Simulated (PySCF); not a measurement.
PySCF input (TPSSh/def2-TZVPD):

```python
from pyscf import gto, scf, dft

mol = gto.M(
    atom='''
    C    -1.86451500   -0.19305099   -0.30229087
    C    -0.56333315   -0.04154812    0.48026975
    C     0.64701013    0.05136304   -0.42749150
    O     1.80978774    0.19009325    0.38569311
    H    -1.85657416   -1.09701737   -0.91613990
    H    -2.02991663    0.65781071   -0.96765210
    H    -2.72100087   -0.25792182    0.36994247
    H    -0.59818899    0.85497302    1.10460412
    H    -0.42584240   -0.88977339    1.15582038
    H     0.54058237    0.91196633   -1.10137152
    H     0.71473927   -0.85110660   -1.04961729
    H     2.58292759    0.24973953   -0.18405526
    ''',
    basis='def2-tzvpd',
    charge=0,
    spin=0,
    verbose=4,
)

mf = dft.RKS(mol, xc='tpssh').density_fit(auxbasis='def2-universal-jkfit')
mf.grids.level = 3
mf.conv_tol = 1e-9
mf.max_cycle = 100
mf.max_memory = 1500
mf.kernel()
if not mf.converged:
    mf = mf.newton()
    mf.kernel(mf.make_rdm1())
mf.analyze()
```

End of the output:

```
Extra cycle  E= -194.440937688433  delta_E= 4.15e-12  |g|= 7.96e-06  |ddm|= 1.66e-05
converged SCF energy = -194.440937688433
**** SCF Summaries ****
Total Energy =                        -194.440937688432854
Nuclear Repulsion Energy =             130.449405718901374
One-electron Energy =                 -520.979784329542440
Two-electron Energy =                  196.089440922208212
Two-electron Coulomb Energy =          224.017718489247045
DFT Exchange-Correlation Energy =      -27.928277567038833
HOMO-LUMO gap [eV] =                     7.020020035553930
**** MO energy ****
MO #1   energy= -19.0499608155706  occ= 2
MO #2   energy= -10.1540166302167  occ= 2
MO #3   energy= -10.1047016198464  occ= 2
MO #4   energy= -10.1029199234261  occ= 2
MO #5   energy= -0.995283780982856 occ= 2
MO #6   energy= -0.761296548597812 occ= 2
MO #7   energy= -0.656640570607422 occ= 2
MO #8   energy= -0.569855806385178 occ= 2
MO #9   energy= -0.492404206707402 occ= 2
MO #10  energy= -0.459654033819159 occ= 2
MO #11  energy= -0.414821789861371 occ= 2
MO #12  energy= -0.391232936031301 occ= 2
MO #13  energy= -0.350971678867523 occ= 2
MO #14  energy= -0.346990985947133 occ= 2
MO #15  energy= -0.323197135854141 occ= 2
MO #16  energy= -0.308538885415106 occ= 2
MO #17  energy= -0.255970262697492 occ= 2
MO #18  energy= 0.00201071741114031 occ= 0
MO #19  energy= 0.0135324782212485 occ= 0
MO #20  energy= 0.0373297517656089 occ= 0
MO #21  energy= 0.0449031647882683 occ= 0
MO #22  energy= 0.0565676146762423 occ= 0
MO #23  energy= 0.0797744386999739 occ= 0
MO #24  energy= 0.0896038369853239 occ= 0
MO #25  energy= 0.0928529800951936 occ= 0
MO #26  energy= 0.0972670781871552 occ= 0
MO #27  energy= 0.109632852274288  occ= 0
MO #28  energy= 0.122469251267301  occ= 0
MO #29  energy= 0.134862788675462  occ= 0
MO #30  energy= 0.152306213309916  occ= 0
MO #31  energy= 0.152426141413043  occ= 0
MO #32  energy= 0.158211013648237  occ= 0
MO #33  energy= 0.163383318323019  occ= 0
MO #34  energy= 0.180965506798623  occ= 0
MO #35  energy= 0.191356727651196  occ= 0
MO #36  energy= 0.205187918385172  occ= 0
MO #37  energy= 0.224964384162203  occ= 0
MO #38  energy= 0.230038222910404  occ= 0
MO #39  energy= 0.234008820287914  occ= 0
MO #40  energy= 0.236164911062496  occ= 0
MO #41  energy= 0.239178078880528  occ= 0
MO #42  energy= 0.250529649103568  occ= 0
MO #43  energy= 0.258824980104557  occ= 0
MO #44  energy= 0.264779184332982  occ= 0
MO #45  energy= 0.271204933579793  occ= 0
MO #46  energy= 0.286834177984054  occ= 0
MO #47  energy= 0.290868317697245  occ= 0
MO #48  energy= 0.301643088280621  occ= 0
MO #49  energy= 0.309445451388953  occ= 0
MO #50  energy= 0.310782021081181  occ= 0
MO #51  energy= 0.313399241950452  occ= 0
MO #52  energy= 0.318447509598237  occ= 0
MO #53  energy= 0.32210487231025   occ= 0
MO #54  energy= 0.32339693954094   occ= 0
MO #55  energy= 0.325624832371662  occ= 0
MO #56  energy= 0.350607240217859  occ= 0
MO #57  energy= 0.352982057625437  occ= 0
MO #58  energy= 0.371180870484982  occ= 0
MO #59  energy= 0.372357763069017  occ= 0
MO #60  energy= 0.392893305643779  occ= 0
MO #61  energy= 0.407492693577852  occ= 0
MO #62  energy= 0.41401696520571   occ= 0
MO #63  energy= 0.416392249412618  occ= 0
MO #64  energy= 0.419919065957378  occ= 0
MO #65  energy= 0.424220236020342  occ= 0
MO #66  energy= 0.427383967172649  occ= 0
MO #67  energy= 0.452488629201348  occ= 0
MO #68  energy= 0.463227452306327  occ= 0
MO #69  energy= 0.47941530101106   occ= 0
MO #70  energy= 0.48361546806377   occ= 0
MO #71  energy= 0.491488810483768  occ= 0
MO #72  energy= 0.493807730725848  occ= 0
MO #73  energy= 0.512275652218427  occ= 0
MO #74  energy= 0.533496681478345  occ= 0
MO #75  energy= 0.539606105602672  occ= 0
MO #76  energy= 0.562883357202078  occ= 0
MO #77  energy= 0.567094443579023  occ= 0
MO #78  energy= 0.594250356438628  occ= 0
MO #79  energy= 0.601488821449904  occ= 0
MO #80  energy= 0.619259859853213  occ= 0
MO #81  energy= 0.629133593167764  occ= 0
MO #82  energy= 0.64017659067319   occ= 0
MO #83  energy= 0.673803635498702  occ= 0
MO #84  energy= 0.676803199093328  occ= 0
MO #85  energy= 0.683682864151547  occ= 0
MO #86  energy= 0.688242714776585  occ= 0
MO #87  energy= 0.689484894685522  occ= 0
MO #88  energy= 0.70816900088978   occ= 0
MO #89  energy= 0.710576073194307  occ= 0
MO #90  energy= 0.713840940623338  occ= 0
MO #91  energy= 0.720195165319758  occ= 0
MO #92  energy= 0.730536309756034  occ= 0
MO #93  energy= 0.739240462394712  occ= 0
MO #94  energy= 0.757682501055089  occ= 0
MO #95  energy= 0.776041996131063  occ= 0
MO #96  energy= 0.82079854978516   occ= 0
MO #97  energy= 0.82548054630676   occ= 0
MO #98  energy= 0.852473353649522  occ= 0
MO #99  energy= 0.909746059752305  occ= 0
MO #100 energy= 0.925221762227726  occ= 0
MO #101 energy= 0.943483966366043  occ= 0
MO #102 energy= 0.949385621178462  occ= 0
MO #103 energy= 0.982244083753783  occ= 0
MO #104 energy= 0.993040472345485  occ= 0
MO #105 energy= 1.02923216982526   occ= 0
MO #106 energy= 1.06450852820377   occ= 0
MO #107 energy= 1.07463172117206   occ= 0
[...]
```
